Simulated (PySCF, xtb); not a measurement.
C2F5, SMILES F[C](F)C(F)(F)F (connectivity only; charge and spin as stated), charge +1, multiplicity 1.

Harmonic wavenumbers (cm⁻¹) from GFN2-xTB (xtb) at its own minimum, in rising order: 54, 109, 152, 315, 361, 443, 512, 591, 616, 707, 911, 1112, 1233, 1368, 1504.

**Question.** What does PBE0-D3(BJ)/def2-SVP (PySCF) give at its own minimum? (Estimate from the structure and the level; the computed values follow.)

**Answer.** 19, 192, 202, 349, 414, 526, 602, 712, 776, 843, 1159, 1338, 1400, 1559, 1694. Paired by order, the mean absolute difference is 125 cm⁻¹ and the zero-point energies are 14.3 and 16.8 kcal/mol.
